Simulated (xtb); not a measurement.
xtb input (GFN2-xTB):

```bash
xtb mol.xyz --gfn 2 --ohess tight --chrg 1 --uhf 0
```
mol.xyz:
```
4

F     -0.81078522    -0.98440717     0.01785195
C     -0.04667455    -0.02661410    -0.03306799
F     -0.63269577     1.12830133     0.00786543
Cl     1.54556506    -0.08848783    -0.00276569
```

End of the output:

```
optimized geometry written to: xtbopt.xyz

           -------------------------------------------------
          | TOTAL ENERGY              -15.565976118912 Eh   |
          | TOTAL ENTHALPY            -15.550487070845 Eh   |
          | TOTAL FREE ENERGY         -15.581573304112 Eh   |
          | GRADIENT NORM               0.000099499169 Eh/α |
          | HOMO-LUMO GAP               3.499997196988 eV   |
           -------------------------------------------------

------------------------------------------------------------------------
------------------------------------------------------------------------
 total:
 SCF:
 ANC optimizer:
 analytical hessian:
```
